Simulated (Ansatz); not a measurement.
Isomers of C4H12Sn (singlet), relaxed with B3LYP-D4/def2-SVP; total energies from Ansatz at PBE0-D4/def2-TZVP.

```csv
isomer,description,energy (Eh)
A,SnHMe2Et (C4H12Sn),-373.80787
B,Sn(tBu)H3 (C4H12Sn),-373.79103
C,SnMe4 (C₄H₁₂Sn),-373.82102
D,SnH3(nBu) (C₄H₁₂Sn),-373.79116
```

In the def2 sets Sn takes a core potential; there is no spin–orbit coupling.

Question: Work out the relative energies (1 Eh = 2625.5 kJ/mol) and the Boltzmann populations at 800 K from electronic energies alone (R = 8.314 J/mol/K).

Answer: ΔE: A 34.5, B 78.7, C 0.0, D 78.4 kJ/mol. RT = 6.65 kJ/mol. Factors exp(−ΔE/RT): A 0.00558, B 7.25e-06, C 1, D 7.58e-06; sum 1.006. Populations: A 0.6 %, B 0.0 %, C 99.4 %, D 0.0 %. Zero-point energy, vibrational entropy and symmetry numbers are left out and can shift these; an error of 4 kJ/mol changes a ratio by a factor of 1.8. Over the other density-functional and correlated levels in def2 sets, the gap between C and A ranges from 23 to 44 kJ/mol.
